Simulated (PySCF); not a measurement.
trimethylsulfonium (C3H9S), SMILES C[S+](C)C, charge +1. Geometry optimised at B3LYP-D3(BJ)/def2-SVP.

Computed equilibrium geometry at B3LYP-D3(BJ)/def2-SVP (PySCF confirms it by a frequency run) as a Z-matrix, and its point group:
point group C3v.
```
S
C 1 1.8139
H 2 1.0986 1 110.35
H 2 1.0987 3 111.29 1 118.75
H 2 1.0987 3 111.29 4 122.50
C 1 1.8139 2 102.54 3 53.05
H 6 1.0986 1 110.35 2 -53.05
H 6 1.0987 7 111.29 1 118.75
H 6 1.0987 7 111.29 8 122.50
C 1 1.8139 2 102.54 3 -53.05
H 10 1.0986 1 110.35 2 53.05
H 10 1.0987 11 111.29 1 118.75
H 10 1.0987 11 111.29 12 122.50
```
Charge +1, spin multiplicity 1.
